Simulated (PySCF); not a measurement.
Input file for PySCF: R-M06-2X/6-31G* on CHF3 (SMILES FC(F)F).

```python
from pyscf import gto, scf, dft, mp
from pyscf.data.elements import chemcore

mol = gto.M(
    atom='''
    F     0.61609434    1.14121449    3.66732710
    C     0.22459258   -0.08913176    3.28979439
    F    -0.89864410   -0.39277015    3.96172538
    F     1.17989996   -0.96065759    3.66008874
    H     0.06437184   -0.12802752    2.21327443
    ''',
    basis='6-31g*',
    cart=True,
    charge=0, spin=0, verbose=3, max_memory=1800)
mf = dft.RKS(mol, xc='m062x')
mf.conv_tol = 1e-8
mf.max_cycle = 100
mf.kernel()
if not mf.converged:
    mf = mf.newton().run(mf.mo_coeff, mf.mo_occ)
```

The log:

```
converged SCF energy = -338.111914102355
```

The calculation finished and met its thresholds.

Cost: around 2.8 core-seconds (rough).
